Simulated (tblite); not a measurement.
Compound: C6H14P2Si.
Cartesian coordinates in Å at the GFN2-xTB level; atoms count from 1:
```
atom  x, y, z in Å
C1    -1.5959   -0.8278    1.5500
C2    -0.7925   -0.7041    0.3004
C3    -0.7845    0.3296   -0.5448
Si4   -1.8143    1.8985   -0.4128
C5     0.1017    0.1513   -1.7473
P6     1.2427   -1.2758   -1.3847
C7     2.4464   -0.4005   -0.2615
P8     1.7665    0.5768    1.1763
C9     0.0742   -1.8780   -0.0712
H10   -0.9285   -0.8374    2.4130
H11   -2.1526   -1.7647    1.5483
H12   -2.2926   -0.0015    1.6551
H13   -1.2600    2.8906   -1.3384
H14   -1.7767    2.4386    0.9471
H15   -3.1965    1.5970   -0.7991
H16   -0.4984   -0.0945   -2.6311
H17    0.6791    1.0478   -1.9894
H18    3.0868    0.2360   -0.8808
H19    3.0791   -1.1870    0.1699
H20    3.0327    1.0573    1.5400
H21    1.4880    1.7408    0.4614
H22    0.6297   -2.2743    0.7841
H23   -0.5391   -2.6918   -0.4744
```

Computed with GFN2-xTB (tblite): harmonic, unscaled wavenumbers at the GFN2-xTB geometry, gas phase. This tight-binding method is rough: wavenumbers can miss measured ones by several per cent, in bad cases by 10 to 20. Modes of hydrogen on phosphorus and silicon can be 10 to 20 % off. One conformer, not necessarily the lowest.

Harmonic wavenumbers (cm⁻¹): 29.6, 62.7, 79.7, 108.2, 120.2, 166.9, 199.1, 235.4, 266.9, 279.9, 293.2, 311.8, 418.0, 423.3, 494.6, 550.1, 559.2, 605.6, 656.8, 675.1, 729.4, 746.3, 757.9, 779.3, 792.7, 798.0, 804.6, 815.6, 861.2, 892.9, 933.3, 998.2, 1028.1, 1065.6, 1086.3, 1094.3, 1112.8, 1150.6, 1158.6, 1170.2, 1204.8, 1253.8, 1396.0, 1401.4, 1422.3, 1438.3, 1471.7, 1473.5, 1677.7, 2234.1, 2235.8, 2244.1, 2257.7, 2307.8, 2897.8, 2906.5, 2911.7, 2919.1, 2938.2, 2943.1, 2988.1, 3008.2, 3053.5.

A = 1252, B = 779.5, C = 734.1 MHz; mass 176.034 u (most abundant isotopes); point group C1, symmetry number 1.

Task: What is the zero-point energy?

Result: Half the sum of the wavenumbers: 37949 cm⁻¹ = 453.97 kJ/mol.

Task: What is S at 273.15 K and 1 bar for an ideal gas of classical rigid rotors and harmonic oscillators?

Result: Translation 171.52, rotation 126.46, vibration 155.14: S = 453.1 J/(mol K).

Task: And Cp and H(273.15 K) − H(0)?

Result: Cp = 194.26 J/(mol K), of which vibrations give 161.00 (their classical limit is 63 R = 523.8); H(273.15 K) − H(0) = 31.27 kJ/mol without the zero-point energy, 22.19 from vibrations.

Task: Blend soft modes into free rotors: weight 1/[1 + (100 cm⁻¹/ν̃)⁴] for the oscillator and the rest for a rotor with moment μB/(μ + B), μ = h/(8π²ν), B = 10⁻⁴⁴ kg m². What vibrational entropy results?

Result: 141.29 J/(mol K) in place of 155.14, which changes −T·S at 273.15 K by +3.78 kJ/mol.

Task: How do the functions run with temperature in this model?

Result: 
| T (K) | S (J/(mol K)) | Cp (J/(mol K)) | H − H(0) (kJ/mol) | G − H(0) (kJ/mol) | ln q(vib) |
| --- | --- | --- | --- | --- | --- |
| 50 | 262.4 | 63.7 | 2.32 | -10.80 | 0.93 |
| 100 | 316.5 | 95.0 | 6.31 | -25.34 | 2.65 |
| 298.15 | 470.8 | 208.5 | 36.31 | -104.05 | 9.78 |
| 373.15 | 522.0 | 248.5 | 53.47 | -141.29 | 12.45 |
| 500 | 602.8 | 304.4 | 88.69 | -212.71 | 16.91 |
| 750 | 741.8 | 380.7 | 175.07 | -381.31 | 25.27 |
| 1000 | 858.6 | 430.1 | 276.85 | -581.77 | 32.94 |

q(vib) and H(0) count from the zero-point level.

Hindered rotation and anharmonicity are outside this model. Other conformers, if any are populated, would add a mixing term that is left out. The structure is chiral; the term R ln 2 for an equal mix with its mirror image is left out.
